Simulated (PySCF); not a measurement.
# Bond curve of CuO⁺

Set-up: basis Cu def2-TZVPPD, O def2-TZVPPD; no relativity; PySCF 2.14. Energies in eV from Cu⁺ (3d10) + O in their ground configurations at the same level. State: ³Σ⁻ (triplet), unpaired electrons π ↑↑.

All columns are TPSSh. A positive dipole points towards O; it is taken about the centre of mass and depends on that origin.

```json
{"R (Å)": "1.562", "E (eV)": "-0.983", "μ (D)": "-2.75", "Mulliken charge on Cu (basis-dependent)": "1.31", "HOMO (eV)": "-15.20", "LUMO (eV)": "-12.64", "Mayer bond order": "1.24", "⟨S²⟩": "2.01"}
{"R (Å)": "1.634", "E (eV)": "-1.328", "μ (D)": "-2.64", "Mulliken charge on Cu (basis-dependent)": "1.17", "HOMO (eV)": "-15.17", "LUMO (eV)": "-12.55", "Mayer bond order": "1.25", "⟨S²⟩": "2.01"}
{"R (Å)": "1.707", "E (eV)": "-1.488", "μ (D)": "-2.51", "Mulliken charge on Cu (basis-dependent)": "1.05", "HOMO (eV)": "-15.10", "LUMO (eV)": "-12.47", "Mayer bond order": "1.22", "⟨S²⟩": "2.01"}
{"R (Å)": "1.762", "E (eV)": "-1.527", "μ (D)": "-2.40", "Mulliken charge on Cu (basis-dependent)": "0.99", "HOMO (eV)": "-15.02", "LUMO (eV)": "-12.40", "Mayer bond order": "1.17", "⟨S²⟩": "2.01"}
{"R (Å)": "1.816", "E (eV)": "-1.519", "μ (D)": "-2.29", "Mulliken charge on Cu (basis-dependent)": "0.95", "HOMO (eV)": "-14.94", "LUMO (eV)": "-12.33", "Mayer bond order": "1.12", "⟨S²⟩": "2.01"}
{"R (Å)": "1.871", "E (eV)": "-1.479", "μ (D)": "-2.17", "Mulliken charge on Cu (basis-dependent)": "0.92", "HOMO (eV)": "-14.84", "LUMO (eV)": "-12.26", "Mayer bond order": "1.05", "⟨S²⟩": "2.01"}
{"R (Å)": "1.943", "E (eV)": "-1.394", "μ (D)": "-2.02", "Mulliken charge on Cu (basis-dependent)": "0.91", "HOMO (eV)": "-14.70", "LUMO (eV)": "-12.17", "Mayer bond order": "0.94", "⟨S²⟩": "2.01"}
{"R (Å)": "2.034", "E (eV)": "-1.263", "μ (D)": "-1.85", "Mulliken charge on Cu (basis-dependent)": "0.90", "HOMO (eV)": "-14.52", "LUMO (eV)": "-12.04", "Mayer bond order": "0.80", "⟨S²⟩": "2.01"}
{"R (Å)": "2.143", "E (eV)": "-1.099", "μ (D)": "-1.65", "Mulliken charge on Cu (basis-dependent)": "0.91", "HOMO (eV)": "-14.29", "LUMO (eV)": "-11.88", "Mayer bond order": "0.64", "⟨S²⟩": "2.01"}
{"R (Å)": "2.288", "E (eV)": "-0.899", "μ (D)": "-1.46", "Mulliken charge on Cu (basis-dependent)": "0.91", "HOMO (eV)": "-14.03", "LUMO (eV)": "-11.65", "Mayer bond order": "0.44", "⟨S²⟩": "2.01"}
```

A fit through these points gives, at Re = 1.777 Å, μ = -2.37 D and dμ/dR = 2.05 D/Å; the reduced mass is 12.75 u.

Question: How strong is the fundamental in the double-harmonic approximation, I = 42.26·(dμ/dR)²/μred km/mol?

Answer: I = 42.26·(2.05)²/12.75 = 13.9 km/mol at TPSSh.

For an ion De counts to the pair picked by the measured ionisation energies or electron affinities, which need not be the lowest pair at this level. The state is the lowest single determinant that the PBE0 search found; with open d or f shells the true ground state can be another one.
